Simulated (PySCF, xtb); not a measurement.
Zn(SH)(SMe) (CH₄S₂Zn), SMILES C[S][Zn][SH].

GFN2-xTB (xtb) at its own geometry gives an orbital gap of 2.08 eV and a dipole moment of 1.49 D.

Geometry optimised at PBE0-D3(BJ)/def2-SVP. The structure was generated by enumeration; whether it is a known compound was not checked. Other conformers were not sampled.

What does PBE0/def2-TZVP in PySCF give? (Estimate from the structure and the level; the computed values follow.)

gap 5.97 eV (levels -6.89 and -0.92 eV), dipole 1.61 D.
